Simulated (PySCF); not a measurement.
Si(H)3(OMe) (CH₆OSi), SMILES CO[SiH3]. Atoms are numbered in the order given.

```xyz
9

Si     0.0908    -1.0570     0.0000
O     -0.5682     0.4508     0.0000
C      0.2052     1.6397     0.0000
H     -1.0383    -2.0074     0.0000
H      0.9402    -1.2649    -1.2011
H      0.9402    -1.2649     1.2011
H      0.8402     1.7012    -0.8899
H     -0.4785     2.4882     0.0000
H      0.8402     1.7012     0.8899
```

The structure is a stationary point at B3LYP-D3(BJ)/def2-TZVP.

These are PBE0/def2-TZVPD in PySCF values and carry that method's errors.

Mulliken values depend strongly on the basis, most of all with diffuse functions as here. Atomic charges (e):

| atom | Mulliken | IAO |
|---|---|---|
| Si1 | 0.14 | 0.88 |
| O2 | -0.23 | -0.66 |
| C3 | -0.40 | -0.21 |
| H4 | -0.02 | -0.13 |
| H5 | -0.03 | -0.16 |
| H6 | -0.03 | -0.16 |
| H7 | 0.21 | 0.14 |
| H8 | 0.16 | 0.16 |
| H9 | 0.21 | 0.14 |
